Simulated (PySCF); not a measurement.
This PySCF input asks for the NMR shieldings of SMILES FC(F)(F)P1CCC[C@@H]1[SiH3], C$_{5}$H$_{10}$F$_{3}$PSi; the geometry comes from GFN2-xTB.

```python
import basis_set_exchange as bse
import numpy as np
from pyscf import gto, dft
from pyscf.prop import nmr

atoms = """
F    -2.223424    2.285352   -0.564321
C    -0.983951    1.874389   -0.242162
F    -1.034726    1.531432    1.057516
F    -0.188067    2.953650   -0.317209
P    -0.427580    0.531164   -1.458362
C    -1.645339   -0.764881   -0.871877
C    -0.820704   -1.877639   -0.221975
C     0.337466   -1.203077    0.504489
C     0.964495   -0.221120   -0.487322
Si    2.236351    0.998818    0.269289
H    -2.339062   -0.317094   -0.155750
H    -2.227895   -1.133544   -1.718069
H    -0.426793   -2.542943   -0.993707
H    -1.435674   -2.468620    0.457090
H    -0.038442   -0.675213    1.381877
H     1.077873   -1.930019    0.841184
H     1.499549   -0.804748   -1.249996
H     1.668448    1.652849    1.443890
H     3.373944    0.170742    0.678856
H     2.628383    1.951182   -0.766175
"""
names = dict.fromkeys(["F", "C", "P", "Si", "H"], "pcSseg-1")
basis = {el: gto.basis.parse(bse.get_basis(n, elements=[el], fmt="nwchem")) for el, n in names.items()}
mol = gto.M(atom=atoms, basis=basis, charge=0, verbose=0)
mf = dft.RKS(mol, xc="PBE0")
mf.grids.level = 2
mf.grids.alignment = dft.numint.BLKSIZE   # the property module wants whole blocks of grid points
mf.conv_tol = 1e-9
mf.kernel()

calc = nmr.RKS(mf)   # GIAO
C = mf.mo_coeff
Co = C[:, mf.mo_occ > 0]
resp = mf.gen_response(singlet=True, hermi=2)
def vind(x):   # induced exchange potential for any number of trial vectors
    d = np.einsum("pi,xij,qj->xpq", C, 2 * x.reshape(-1, C.shape[1], Co.shape[1]), Co, optimize=True)
    return np.einsum("xpq,pi,qj->xij", resp(d - d.transpose(0, 2, 1)), C, Co, optimize=True).ravel()
mo1, _ = nmr.rhf.solve_mo1(calc, with_cphf=vind)
sigma = calc.kernel(mo1)
for i, s in enumerate(sigma):   # ppm
    w = np.linalg.eigvalsh((s + s.T) / 2)
    print("%2d %-2s iso %8.1f  s11 %8.1f  s22 %8.1f  s33 %8.1f" % (i, mol.atom_pure_symbol(i), w.mean(), *w))
```

Q: What are the results?

A: 
```
 0 F  iso    237.6  s11    156.0  s22    228.6  s33    328.3
 1 C  iso     42.1  s11     28.8  s22     39.0  s33     58.7
 2 F  iso    248.0  s11    177.3  s22    236.3  s33    330.4
 3 F  iso    238.1  s11    147.9  s22    250.0  s33    316.5
 4 P  iso    316.5  s11    245.5  s22    291.4  s33    412.6
 5 C  iso    158.8  s11    127.0  s22    171.1  s33    178.3
 6 C  iso    152.4  s11    123.2  s22    157.2  s33    176.7
 7 C  iso    150.1  s11    122.5  s22    161.5  s33    166.2
 8 C  iso    162.8  s11    144.5  s22    162.8  s33    181.1
 9 Si iso    419.7  s11    381.2  s22    419.1  s33    458.7
10 H  iso     29.5  s11     24.1  s22     29.0  s33     35.3
11 H  iso     29.4  s11     23.6  s22     27.2  s33     37.3
12 H  iso     30.3  s11     24.9  s22     27.8  s33     38.3
13 H  iso     29.3  s11     23.8  s22     26.6  s33     37.5
14 H  iso     29.9  s11     26.1  s22     28.7  s33     35.0
15 H  iso     29.6  s11     23.5  s22     27.9  s33     37.3
16 H  iso     30.7  s11     26.5  s22     27.0  s33     38.7
17 H  iso     27.7  s11     23.7  s22     27.7  s33     31.7
18 H  iso     27.6  s11     23.5  s22     25.3  s33     33.9
19 H  iso     27.4  s11     23.5  s22     25.6  s33     33.1
```

These numbers come from an equivalent density-fitted implementation of the same equations, which agrees with the script to about 0.01 ppm for H and up to a few tenths of a ppm for heavy atoms, so last digits may differ.

Size and cost of the density-fitted run: 234 basis functions, 76 s wall time on 1 thread of an Arm Neoverse V2, shared host; peak memory 1.1 GiB.
